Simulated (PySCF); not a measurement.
**Correlation energy of O⁺ (oxygen, charge +1)**

[He] 2s2 2p3, high-spin 4S determinant. Calculation: PySCF 2.14, in aug-cc-pwCVDZ (5s4p2d, 27 functions); the non-relativistic Hamiltonian (point nucleus). Frozen: nothing; 7 electrons correlated.

| level | correlation energy (mhartree) |
| --- | --- |
| CCSD | -123.39 |
| (T) | -0.92 |
| CCSD(T) | -124.31 |
| CCSDT | -124.44 |

Diagnostics: T1 = 0.0038, D1 = 0.0075, largest double amplitude 0.029.

Cost of the coupled-cluster step: of the order of 0.5 core-seconds, for 7 correlated electrons.
